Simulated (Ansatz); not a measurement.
Ansatz (a quantum-chemistry and plane-wave program) job for C2H3ClFNSi, SMILES [Si@@](C#C)(F)(Cl)N, PBE-D3(BJ)/def2-SVP. 

Ansatz 0.2 input:
```yaml
crystal:
  periodic: [false, false, false]
  atoms:
    - {symbol: C, position_ang: [2.63109697, 0.09258614, -1.17687521]}
    - {symbol: C, position_ang: [1.48552417, -0.01439152, -0.78292426]}
    - {symbol: Si, position_ang: [-0.22693503, -0.16691477, -0.19307861]}
    - {symbol: N, position_ang: [-1.28647744, 0.54840381, -1.30662325]}
    - {symbol: F, position_ang: [-0.49783223, -1.74749357, 0.05908215]}
    - {symbol: Cl, position_ang: [-0.48915409, 0.72266432, 1.64557870]}
    - {symbol: H, position_ang: [3.64493976, 0.18765886, -1.52206627]}
    - {symbol: H, position_ang: [-2.24138738, 0.79426292, -1.07008092]}
    - {symbol: H, position_ang: [-1.12473741, 0.48903902, -2.30617015]}
basis:
  gaussian:
    orbitals: def2-SVP
hamiltonian:
  xc: pbe
  dispersion: d3bj
relax: {f_tol: 0.002, max_steps: 200}
```

Output:

```
WARN ansatz: RAYON_NUM_THREADS=1 ignored (pool sized by the plan → 1); use --threads N
Functional definition: PBE
integrals: 0.05 GiB planned
1201 factors; their error is unknown
mean field: 0.29 GiB planned
mean field evaluation 1: about -26692.4458 eV, gradient 7.5e1 eV
mean field evaluation 2: about -26668.2053 eV, gradient 1.2e2 eV
mean field evaluation 4: about -26704.6394 eV, gradient 7.4e0 eV
mean field evaluation 8: about -26704.7623 eV, gradient 1.9e-1 eV
mean field evaluation 16: about -26704.6916 eV, gradient 8.4e-4 eV
mean field -26704.69159310 eV, -981.3793149562 hartree, gradient 3.3e-5 eV, S^2 0.000000; 0 other end points of the search recorded, 0 dependent functions left out
the calculation of the forces begins
reference -26704.69162637 eV, -981.3793161791 hartree; 31, 31 occupied and 76, 76 virtual orbitals, 1201 factors
relax step   1: F+E_penalty+E_count = -26704.91572499 eV  Δ(F+E_penalty+E_count) = +0.000e0 eV  max|allowed force component| = 9.809e-1 eV/Å  Δτ_max = 0.0000 Å  (28 SCF iters, accepted)
these checks for a lower state are left out or cut short: starts, cluster_reference, orbital_swaps, neighbouring_geometries, increment
integrals: 0.05 GiB planned
1201 factors; their error is unknown
mean field: 0.29 GiB planned
mean field -26704.70533721 eV, -981.3798200432 hartree, gradient 1.9e-5 eV, S^2 0.000000; 0 other end points of the search recorded, 0 dependent functions left out
the calculation of the forces begins
reference -26704.70537061 eV, -981.3798212705 hartree; 31, 31 occupied and 76, 76 virtual orbitals, 1201 factors
relax step   2: F+E_penalty+E_count = -26704.92871407 eV  Δ(F+E_penalty+E_count) = -1.299e-2 eV  max|allowed force component| = 2.230e-1 eV/Å  Δτ_max = 0.0161 Å  (31 SCF iters, accepted)
these checks for a lower state are left out or cut short: starts, cluster_reference, orbital_swaps, neighbouring_geometries, increment
integrals: 0.05 GiB planned
1201 factors; their error is unknown
mean field: 0.29 GiB planned
mean field evaluation 32: about -26704.7069 eV, gradient 2.0e-5 eV
mean field -26704.70689789 eV, -981.3798773971 hartree, gradient 2.0e-5 eV, S^2 0.000000; 0 other end points of the search recorded, 0 dependent functions left out
the calculation of the forces begins
reference -26704.70693131 eV, -981.3798786250 hartree; 31, 31 occupied and 76, 76 virtual orbitals, 1201 factors
relax step   3: F+E_penalty+E_count = -26704.93005529 eV  Δ(F+E_penalty+E_count) = -1.341e-3 eV  max|allowed force component| = 6.066e-2 eV/Å  Δτ_max = 0.0063 Å  (31 SCF iters, accepted)
these checks for a lower state are left out or cut short: starts, cluster_reference, orbital_swaps, neighbouring_geometries, increment
integrals: 0.05 GiB planned
1201 factors; their error is unknown
mean field: 0.29 GiB planned
mean field -26704.70716779 eV, -981.3798873155 hartree, gradient 2.0e-5 eV, S^2 0.000000; 0 other end points of the search recorded, 0 dependent functions left out
the calculation of the forces begins
reference -26704.70720120 eV, -981.3798885433 hartree; 31, 31 occupied and 76, 76 virtual orbitals, 1201 factors
relax step   4: F+E_penalty+E_count = -26704.93028591 eV  Δ(F+E_penalty+E_count) = -2.306e-4 eV  max|allowed force component| = 2.418e-2 eV/Å  Δτ_max = 0.0046 Å  (31 SCF iters, accepted)
these checks for a lower state are left out or cut short: starts, cluster_reference, orbital_swaps, neighbouring_geometries, increment
integrals: 0.05 GiB planned
1201 factors; their error is unknown
mean field: 0.29 GiB planned
mean field -26704.70733248 eV, -981.3798933681 hartree, gradient 2.0e-5 eV, S^2 0.000000; 0 other end points of the search recorded, 0 dependent functions left out
the calculation of the forces begins
reference -26704.70736590 eV, -981.3798945959 hartree; 31, 31 occupied and 76, 76 virtual orbitals, 1201 factors
relax step   5: F+E_penalty+E_count = -26704.93044403 eV  Δ(F+E_penalty+E_count) = -1.581e-4 eV  max|allowed force component| = 3.362e-2 eV/Å  Δτ_max = 0.0064 Å  (30 SCF iters, accepted)
these checks for a lower state are left out or cut short: starts, cluster_reference, orbital_swaps, neighbouring_geometries, increment
integrals: 0.05 GiB planned
1201 factors; their error is unknown
mean field: 0.28 GiB planned
mean field -26704.70748974 eV, -981.3798991469 hartree, gradient 2.0e-5 eV, S^2 0.000000; 0 other end points of the search recorded, 0 dependent functions left out
the calculation of the forces begins
reference -26704.70752316 eV, -981.3799003752 hartree; 31, 31 occupied and 76, 76 virtual orbitals, 1201 factors
relax step   6: F+E_penalty+E_count = -26704.93062897 eV  Δ(F+E_penalty+E_count) = -1.849e-4 eV  max|allowed force component| = 3.450e-2 eV/Å  Δτ_max = 0.0122 Å  (29 SCF iters, accepted)
these checks for a lower state are left out or cut short: starts, cluster_reference, orbital_swaps, neighbouring_geometries, increment
integrals: 0.05 GiB planned
1201 factors; their error is unknown
mean field: 0.29 GiB planned
mean field -26704.70751585 eV, -981.3799001067 hartree, gradient 2.0e-5 eV, S^2 0.000000; 0 other end points of the search recorded, 0 dependent functions left out
the calculation of the forces begins
reference -26704.70754928 eV, -981.3799013350 hartree; 31, 31 occupied and 76, 76 virtual orbitals, 1201 factors
relax step   7: F+E_penalty+E_count = -26704.93065795 eV  Δ(F+E_penalty+E_count) = -2.898e-5 eV  max|allowed force component| = 9.499e-3 eV/Å  Δτ_max = 0.0071 Å  (31 SCF iters, accepted)
these checks for a lower state are left out or cut short: starts, cluster_reference, orbital_swaps, neighbouring_geometries, increment
integrals: 0.05 GiB planned
1201 factors; their error is unknown
mean field: 0.29 GiB planned
mean field evaluation 64: about -26704.7075 eV, gradient 1.0e-4 eV
mean field -26704.70748904 eV, -981.3798991215 hartree, gradient 2.0e-5 eV, S^2 0.000000; 0 other end points of the search recorded, 0 dependent functions left out
the calculation of the forces begins
reference -26704.70752247 eV, -981.3799003497 hartree; 31, 31 occupied and 76, 76 virtual orbitals, 1201 factors
relax step   8: F+E_penalty+E_count = -26704.93065482 eV  Δ(F+E_penalty+E_count) = +3.126e-6 eV  max|allowed force component| = 1.293e-2 eV/Å  Δτ_max = 0.0044 Å  (23 SCF iters, rejected (line search))
these checks for a lower state are left out or cut short: starts, cluster_reference, orbital_swaps, neighbouring_geometries, increment
integrals: 0.05 GiB planned
1201 factors; their error is unknown
mean field: 0.29 GiB planned
mean field -26704.70751503 eV, -981.3799000766 hartree, gradient 1.0e-5 eV, S^2 0.000000; 0 other end points of the search recorded, 0 dependent functions left out
the calculation of the forces begins
reference -26704.70754846 eV, -981.3799013050 hartree; 31, 31 occupied and 76, 76 virtual orbitals, 1201 factors
relax step   9: F+E_penalty+E_count = -26704.93067686 eV  Δ(F+E_penalty+E_count) = -1.891e-5 eV  max|allowed force component| = 2.245e-3 eV/Å  Δτ_max = 0.0021 Å  (23 SCF iters, accepted)
these checks for a lower state are left out or cut short: starts, cluster_reference, orbital_swaps, neighbouring_geometries, increment
integrals: 0.05 GiB planned
1201 factors; their error is unknown
mean field: 0.29 GiB planned
mean field -26704.70751328 eV, -981.3799000123 hartree, gradient 2.5e-5 eV, S^2 0.000000; 0 other end points of the search recorded, 0 dependent functions left out
the calculation of the forces begins
reference -26704.70754671 eV, -981.3799012406 hartree; 31, 31 occupied and 76, 76 virtual orbitals, 1201 factors
relax step  10: F+E_penalty+E_count = -26704.93067828 eV  Δ(F+E_penalty+E_count) = -1.428e-6 eV  max|allowed force component| = 1.066e-3 eV/Å  Δτ_max = 0.0013 Å  (21 SCF iters, accepted)
integrals: 0.05 GiB planned
1201 factors; their error is unknown
mean field: 0.29 GiB planned
mean field evaluation 96: about -26704.7075 eV, gradient 4.7e-4 eV
mean field -26704.70751328 eV, -981.3799000123 hartree, gradient 2.5e-5 eV, S^2 0.000000; 1 other end points of the search recorded, 0 dependent functions left out
the calculation of the forces begins
reference -26704.70754671 eV, -981.3799012406 hartree; 31, 31 occupied and 76, 76 virtual orbitals, 1201 factors
Total energy: -26704.93071171 eV, -981.3881024031 hartree
Atom 0 at     2.645921     0.093000    -1.177472 Å, force     0.000650    -0.000600    -0.000346 eV/Å
Atom 1 at     1.488033    -0.010014    -0.782719 Å, force    -0.001066     0.000136     0.000379 eV/Å
Atom 2 at    -0.228726    -0.163993    -0.191881 Å, force     0.000480     0.000921    -0.000001 eV/Å
Atom 3 at    -1.284915     0.579220    -1.306787 Å, force     0.000092    -0.000234     0.000117 eV/Å
Atom 4 at    -0.505998    -1.757557     0.053265 Å, force     0.000390    -0.000132     0.000182 eV/Å
Atom 5 at    -0.490959     0.723162     1.653186 Å, force    -0.000075    -0.000528     0.000298 eV/Å
Atom 6 at     3.667923     0.185915    -1.522692 Å, force    -0.000086     0.000218     0.000112 eV/Å
Atom 7 at    -2.254842     0.789984    -1.066160 Å, force     0.000251     0.000345    -0.000511 eV/Å
Atom 8 at    -1.141400     0.466099    -2.311899 Å, force    -0.000636    -0.000124    -0.000231 eV/Å
Dipole moment:    -0.022150     0.200005    -0.518125 e Å
```

The calculation finished and met its thresholds.
